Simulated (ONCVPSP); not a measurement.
phosphorus (P): excitation energies, all-electron against ONCV

ONCVPSP 4.0.1 input, shortened (lines: element, Z, core and valence counts, functional; n l f; lmax; l rc ep ncon nbas qcut; lloc lpopt rc5 dvloc0; l nproj debl; icmod fcfact rcfact), LDA (Perdew-Wang 92), scalar-relativistic:

```
  P 15.00    1    4  -001012      upf
    1    0    2.00
    2    0    2.00
    2    1    6.00
    3    0    2.00
    3    1    2.00
    1
    0    1.00    0.00    4    9   11.80
    1    0.80    0.00    3    7   20.50
    4    2    0.60    1.00
    0    2    1.60
    1    3    2.00
    3    5.50    1.35
```

Energies are relative to the spin-unpolarised reference configuration 2s2 2p6 3s2 3p2; without spin polarisation the order of configurations can differ from experiment.

Q: Give the all-electron excitation energy and the error of the potential for: 2s2 2p6 3s2 3p3; 2s2 2p6 3s2 3p1; 2s2 2p6 3s2 3p0; 2s2 2p6 3s1 3p0.

A:

```tsv
valence configuration	charge	ΔE all-electron (eV)	error AE − PS (meV)
2s2 2p6 3s2 3p3	0	-9.815	+0.3
2s2 2p6 3s2 3p1	+2	19.244	+0.7
2s2 2p6 3s2 3p0	+3	49.133	+5.0
2s2 2p6 3s1 3p0	+4	101.318	+0.2
```
